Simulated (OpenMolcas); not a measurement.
**BeB⁻ at 1.739 Å: OpenMolcas input and output**

Input (each module block was a call of its own in one work directory; start orbitals came from a preliminary run):

```
&GATEWAY
Coord
2
angstrom
B 0.0 0.0 0.0
Be 0.0 0.0 1.7390
Basis=ANO-RCC-VTZP
Group=XY
RX2C
AMFI
ANGMom
0.0 0.0 0.0
RICD
&SEWARD
&GUESSORB
&RASSCF
FileOrb=$CurrDir/o31.orb
Symmetry=1
Spin=3
nActEl=6 0 0
Inactive=2 0
RAS2=4 4
CIRoot=6 6 1
Linear
Iterations=120 100
OrbListing=Nothing
PRWF=0.15
>>COPY $Project.RasOrb $CurrDir/o31.orb
>>COPY $Project.rasscf.h5 $CurrDir/r31.h5
&CASPT2
XMultistate=all
Imaginary=0.2
IPEA=0.25
MaxIter=40
>>COPY $Project.JobMix JOB001
&RASSCF
FileOrb=$CurrDir/o51.orb
Symmetry=1
Spin=5
nActEl=6 0 0
Inactive=2 0
RAS2=4 4
CIRoot=3 3 1
Linear
Iterations=120 100
OrbListing=Nothing
PRWF=0.15
>>COPY $Project.RasOrb $CurrDir/o51.orb
>>COPY $Project.rasscf.h5 $CurrDir/r51.h5
&CASPT2
XMultistate=all
Imaginary=0.2
IPEA=0.25
MaxIter=40
>>COPY $Project.JobMix JOB002
```

```bash
pymolcas m.inp
```

RASSCF and CASPT2 output of these blocks, in excerpt:

```
++    Wave function specifications:
      Number of closed shell electrons           4
      Number of electrons in active shells       6
      Number of inactive orbitals                2
      Number of active orbitals                  8
      Number of secondary orbitals              50
      Spin quantum number                      1.0
      State symmetry                             1
++    Orbital specifications:
      Symmetry species                           1   2
                                                 a   b
      Frozen orbitals                            0   0
      Inactive orbitals                          2   0
      Active orbitals                            4   4
      RAS2 orbitals                              4   4
      Secondary orbitals                        26  24
      Number of basis functions                 32  28
      printout of CI-coefficients larger than  0.15 for root  1
      energy=     -39.214252
      conf/sym  1111 2222     Coeff  Weight
           103  0202 uu00   0.34534 0.11926
           121  0022 uu00  -0.86236 0.74367
      printout of CI-coefficients larger than  0.15 for root  2
      energy=     -39.163472
      conf/sym  1111 2222     Coeff  Weight
           351  0uu2 2000   0.34017 0.11571
           352  0uu2 du00  -0.46588 0.21705
           353  0uu2 ud00  -0.65886 0.43409
           354  0uu2 0200  -0.34017 0.11571
      printout of CI-coefficients larger than  0.15 for root  3
      energy=     -39.163472
      conf/sym  1111 2222     Coeff  Weight
           351  0uu2 2000   0.57059 0.32557
           352  0uu2 du00   0.27774 0.07714
           353  0uu2 ud00   0.39279 0.15428
           354  0uu2 0200  -0.57059 0.32557
      printout of CI-coefficients larger than  0.15 for root  4
      energy=     -39.157713
      conf/sym  1111 2222     Coeff  Weight
           115  0ud2 uu00  -0.23408 0.05479
           352  0uu2 du00   0.73664 0.54263
           353  0uu2 ud00  -0.52088 0.27132
      printout of CI-coefficients larger than  0.15 for root  5
      energy=     -39.153640
      conf/sym  1111 2222     Coeff  Weight
           351  0uu2 2000   0.65185 0.42491
           354  0uu2 0200   0.65186 0.42491
      printout of CI-coefficients larger than  0.15 for root  6
      energy=     -39.090875
      conf/sym  1111 2222     Coeff  Weight
            67  02ud uu00  -0.15908 0.02531
           115  0ud2 uu00  -0.68425 0.46820
           121  0022 uu00  -0.16945 0.02871
           123  0022 0uu0   0.30064 0.09039
           124  0022 u00u  -0.30064 0.09039
           352  0uu2 du00  -0.24302 0.05906
           353  0uu2 ud00   0.17184 0.02953
      Natural orbitals and occupation numbers for root  1
      sym 1:   0.017823   0.342488   1.631444   1.958830
      sym 2:   0.971530   0.971530   0.053177   0.053177
      Natural orbitals and occupation numbers for root  2
      sym 1:   0.016105   0.973324   1.023245   1.960579
      sym 2:   0.940550   0.940550   0.072824   0.072823
      Natural orbitals and occupation numbers for root  3
      sym 1:   0.016105   0.973324   1.023245   1.960579
      sym 2:   0.940550   0.940550   0.072824   0.072823
      Natural orbitals and occupation numbers for root  4
      sym 1:   0.023088   0.902914   1.091864   1.952167
      sym 2:   0.955479   0.955479   0.059505   0.059505
      Natural orbitals and occupation numbers for root  5
      sym 1:   0.017885   0.967946   1.029191   1.932132
      sym 2:   0.943463   0.943463   0.082960   0.082960
      Natural orbitals and occupation numbers for root  6
      sym 1:   0.018904   0.654178   1.292034   1.926145
      sym 2:   0.863862   0.863862   0.190507   0.190507
      RASSCF energy for state  6                    -39.09087545
::    RASSCF root number  1 Total energy:    -39.21425241
::    RASSCF root number  2 Total energy:    -39.16347212
::    RASSCF root number  3 Total energy:    -39.16347212
::    RASSCF root number  4 Total energy:    -39.15771311
::    RASSCF root number  5 Total energy:    -39.15363967
::    RASSCF root number  6 Total energy:    -39.09087545
      Von Neumann Entropy (Root   1) =  2.05604
++    Wave function specifications:
      Number of closed shell electrons           0
      Number of electrons in active shells       6
      Number of inactive orbitals                0
      Number of active orbitals                  8
      Number of secondary orbitals              50
      Spin quantum number                      1.0
      State symmetry                             1
      Number of CSFs                           744
      Number of CASSCF root(s) available         6
      CASPT2 state passed to geometry opt.       6
      A file JOBMIX will be created
      This is a MULTI-STATE CASSCF reference
      Number of CI roots used                    6
      These are:                                 1   2   3   4   5   6
      Off-diagonal elements of Heff are computed
  FINAL CASPT2 RESULT:
      Reference energy:         -39.2142524084
      E2 (Non-variational):      -0.0690170504
      Shift correction:          -0.0015398367
      E2 (Variational):          -0.0705568871
      Total energy:             -39.2848092955
      Reference weight:           0.95694
  FINAL CASPT2 RESULT:
      Reference energy:         -39.1634721204
      E2 (Non-variational):      -0.0702398043
      Shift correction:          -0.0014634388
      E2 (Variational):          -0.0717032431
      Total energy:             -39.2351753634
      Reference weight:           0.95718
  FINAL CASPT2 RESULT:
      Reference energy:         -39.1634721204
      E2 (Non-variational):      -0.0702384443
      Shift correction:          -0.0014628566
      E2 (Variational):          -0.0717013010
      Total energy:             -39.2351734214
      Reference weight:           0.95719
  FINAL CASPT2 RESULT:
      Reference energy:         -39.1577131073
      E2 (Non-variational):      -0.0732279068
      Shift correction:          -0.0015070612
      E2 (Variational):          -0.0747349679
      Total energy:             -39.2324480753
      Reference weight:           0.95578
  FINAL CASPT2 RESULT:
      Reference energy:         -39.1536396686
      E2 (Non-variational):      -0.0667504256
      Shift correction:          -0.0013849464
      E2 (Variational):          -0.0681353720
      Total energy:             -39.2217750406
      Reference weight:           0.95982
  FINAL CASPT2 RESULT:
      Reference energy:         -39.0908754516
      E2 (Non-variational):      -0.0800345330
      Shift correction:          -0.0028792340
      E2 (Variational):          -0.0829137670
      Total energy:             -39.1737892185
      Reference weight:           0.94419
       Total XMS-CASPT2 energies:
::    XMS-CASPT2 Root  1     Total energy:    -39.28448558
::    XMS-CASPT2 Root  2     Total energy:    -39.23518984
::    XMS-CASPT2 Root  3     Total energy:    -39.23515894
::    XMS-CASPT2 Root  4     Total energy:    -39.23189613
::    XMS-CASPT2 Root  5     Total energy:    -39.22177504
::    XMS-CASPT2 Root  6     Total energy:    -39.17466488
++    Wave function specifications:
      Number of closed shell electrons           4
      Number of electrons in active shells       6
      Number of inactive orbitals                2
      Number of active orbitals                  8
      Number of secondary orbitals              50
      Spin quantum number                      2.0
      State symmetry                             1
      printout of CI-coefficients larger than  0.15 for root  1
      energy=     -39.208781
      conf/sym  1111 2222     Coeff  Weight
            85  0uu2 uu00  -0.96912 0.93920
      printout of CI-coefficients larger than  0.15 for root  2
      energy=     -39.094735
      conf/sym  1111 2222     Coeff  Weight
            87  0uu2 0uu0   0.69755 0.48658
            88  0uu2 u00u   0.69761 0.48666
      printout of CI-coefficients larger than  0.15 for root  3
      energy=     -39.094735
      conf/sym  1111 2222     Coeff  Weight
            86  0uu2 u0u0   0.69737 0.48633
            89  0uu2 0u0u  -0.69779 0.48691
      Natural orbitals and occupation numbers for root  1
      sym 1:   0.014288   0.994986   1.002750   1.953099
      sym 2:   0.982001   0.982002   0.035437   0.035436
      Natural orbitals and occupation numbers for root  2
      sym 1:   0.010214   0.994942   0.998049   1.960014
      sym 2:   0.516508   0.516447   0.501882   0.501944
      Natural orbitals and occupation numbers for root  3
      sym 1:   0.010214   0.994942   0.998049   1.960014
      sym 2:   0.516185   0.516770   0.501613   0.502213
      RASSCF energy for state  3                    -39.09473524
::    RASSCF root number  1 Total energy:    -39.20878122
::    RASSCF root number  2 Total energy:    -39.09473524
::    RASSCF root number  3 Total energy:    -39.09473524
      Von Neumann Entropy (Root   1) =  2.29878
++    Wave function specifications:
      Number of closed shell electrons           0
      Number of electrons in active shells       6
      Number of inactive orbitals                0
      Number of active orbitals                  8
      Number of secondary orbitals              50
      Spin quantum number                      2.0
      State symmetry                             1
      Number of CSFs                           212
      Number of CASSCF root(s) available         3
      CASPT2 state passed to geometry opt.       3
      A file JOBMIX will be created
      This is a MULTI-STATE CASSCF reference
      Number of CI roots used                    3
      These are:                                 1   2   3
      Off-diagonal elements of Heff are computed
  FINAL CASPT2 RESULT:
      Reference energy:         -39.2087812185
      E2 (Non-variational):      -0.0667863670
      Shift correction:          -0.0014648868
      E2 (Variational):          -0.0682512537
      Total energy:             -39.2770324722
      Reference weight:           0.95869
  FINAL CASPT2 RESULT:
      Reference energy:         -39.0947352433
      E2 (Non-variational):      -0.0598306083
      Shift correction:          -0.0010834874
      E2 (Variational):          -0.0609140957
      Total energy:             -39.1556493389
      Reference weight:           0.96556
  FINAL CASPT2 RESULT:
      Reference energy:         -39.0947352433
      E2 (Non-variational):      -0.0599386504
      Shift correction:          -0.0010860018
      E2 (Variational):          -0.0610246522
      Total energy:             -39.1557598955
      Reference weight:           0.96548
       Total XMS-CASPT2 energies:
::    XMS-CASPT2 Root  1     Total energy:    -39.27703247
::    XMS-CASPT2 Root  2     Total energy:    -39.15575990
::    XMS-CASPT2 Root  3     Total energy:    -39.15564934
```

Only roots inside an energy window near the equilibrium distance were included, so the list of states is not complete; labels number the states computed. Each spin and symmetry block has orbitals of its own, averaged over its own roots, so gaps between blocks are less sure than gaps within one and near the minimum can be off by tenths of an eV, in bad cases by more. No Rydberg orbitals are active, so Rydberg states, and σ→σ* states whose orbital the CASSCF left unused, can be missing between those listed. CASPT2 splits the two components of degenerate states numerically, here by up to 30 cm⁻¹. For an anion, states above the electron-detachment threshold (often below 1 to 3 eV) are held by the basis set and are not bound levels. No roots were computed in block 5b (none fell in the window or the block failed), so states of that kind are missing and can lie low or lowest.
